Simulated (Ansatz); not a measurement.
The cluster Sn₃F₂, relaxed as a singlet with RKS PBE-D4/def2-SVP in Ansatz, starting from the GFN2-xTB geometry. Force threshold 0.02 eV/Å.

In the def2 sets Sn takes a core potential; there is no spin–orbit coupling. The structure comes from a short search, and lower isomers may exist.

Start:

```xyz
5

Sn   -0.3268    1.4361   -1.2110
Sn    2.2319    0.4352   -1.2466
Sn   -1.1554   -1.0853    0.1828
F    -1.9931   -0.1066    1.7743
F     1.2434   -0.6795    0.5005
```

```json
{"step": "1", "energy (eV)": "-22921.0197", "largest force component (eV/Å)": "0.825", "SCF passes": "25"}
{"step": "2", "energy (eV)": "-22921.3533", "largest force component (eV/Å)": "0.372", "SCF passes": "28"}
{"step": "3", "energy (eV)": "-22921.4948", "largest force component (eV/Å)": "0.129", "SCF passes": "29"}
{"step": "4", "energy (eV)": "-22921.5569", "largest force component (eV/Å)": "0.190", "SCF passes": "27"}
{"step": "5", "energy (eV)": "-22921.6822", "largest force component (eV/Å)": "0.364", "SCF passes": "26"}
{"step": "6", "energy (eV)": "-22921.9274", "largest force component (eV/Å)": "0.498", "SCF passes": "26"}
{"step": "7", "energy (eV)": "-22922.2105", "largest force component (eV/Å)": "0.429", "SCF passes": "27"}
{"step": "8", "energy (eV)": "-22922.2983", "largest force component (eV/Å)": "0.522", "SCF passes": "27"}
{"step": "9", "energy (eV)": "-22922.3351", "largest force component (eV/Å)": "0.084", "SCF passes": "26"}
{"step": "10 (rejected)", "energy (eV)": "-22922.3337", "largest force component (eV/Å)": "0.112", "SCF passes": "22"}
{"step": "11", "energy (eV)": "-22922.3390", "largest force component (eV/Å)": "0.045", "SCF passes": "21"}
{"step": "12", "energy (eV)": "-22922.3393", "largest force component (eV/Å)": "0.033", "SCF passes": "22"}
{"step": "13", "energy (eV)": "-22922.3394", "largest force component (eV/Å)": "0.004", "SCF passes": "23"}
```

Force components are those of the run's own axes.

End:

Cartesian coordinates in Å:
```
Sn -0.836 1.625 -0.862
Sn 1.729 0.244 -1.018
Sn -0.736 -1.377 0.082
F -1.388 0.459 0.978
F 1.232 -0.952 0.819
```

Bonds formed: Sn1–F4 (atoms count from 1). Metal–metal contacts that move far: Sn2–Sn3 3.98 to 3.15 Å. The end is the same structure that another start reached, the lowest one found.

No frequencies were taken in this run, so the end may be a saddle point.

Hardware: 4 threads of Arm Neoverse V1 on a shared host. Wall time 12 s.
